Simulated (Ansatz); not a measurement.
H6MoN4 (`[NH]=[Mo](=[NH])([NH2])[NH2]`), 11 atoms. Charge 0, multiplicity 1. Correlated methods include outer-core shells of Mo, which these sets cover unevenly. Mo: def2 effective core potential. All runs use 4 threads of an Intel Xeon Platinum 8488C on a shared host. Correlated methods freeze the cores.

Q: How many basis functions does each run have, and how long does it take in Ansatz? direct RPA on PBE orbitals/def2-TZVPP energy; RKS ωB97M-V/def2-QZVPP energy; RKS PBE0-D4/def2-SVP energy; RKS PBE0-D4/def2-TZVP relaxation (6 steps); RKS revPBE-D4/def2-TZVPP energy; RKS B3LYP-D4/def2-TZVPP energy and forces; RKS PBE-D4/def2-TZVPP energy and forces; RKS ωB97M-V/def2-TZVPP energy and forces; RHF-CCSD(T)/def2-SVP energy; RKS PBE0-D4/def2-TZVP frequencies; RKS PBE0-D4/def2-QZVPP energy; RHF-CCSD(T)/def2-TZVPP energy. (An estimate is asked.)

A: Computed: Other jobs shared the machine, so times are rough.

| level | job | functions | wall time | peak host memory (GiB) |
| --- | --- | --- | --- | --- |
| RKS PBE0-D4/def2-SVP | energy | 117 | 0.9 s | 0.28 |
| RKS revPBE-D4/def2-TZVPP | energy | 264 | 1.7 s | 0.35 |
| RKS PBE-D4/def2-TZVPP | energy and forces | 264 | 2.1 s | 0.35 |
| RKS B3LYP-D4/def2-TZVPP | energy and forces | 264 | 3.7 s | 0.74 |
| direct RPA on PBE orbitals/def2-TZVPP | energy | 264 | 5.5 s | 0.76 |
| RKS PBE0-D4/def2-QZVPP | energy | 489 | 6 s | 1.6 |
| RKS ωB97M-V/def2-TZVPP | energy and forces | 264 | 8 s | 0.95 |
| RHF-CCSD(T)/def2-SVP | energy | 117 | 9.5 s | 0.82 |
| RKS ωB97M-V/def2-QZVPP | energy | 489 | 13 s | 2 |
| RKS PBE0-D4/def2-TZVP | relaxation (6 steps) | 200 | 17 s | 0.51 |
| RKS PBE0-D4/def2-TZVP | frequencies | 200 | 110 s | 0.52 |
| RHF-CCSD(T)/def2-TZVPP | energy | 264 | 3.5 min | 7.7 |

B3LYP here is the variant with VWN-RPA as its local correlation; programs differ in this.
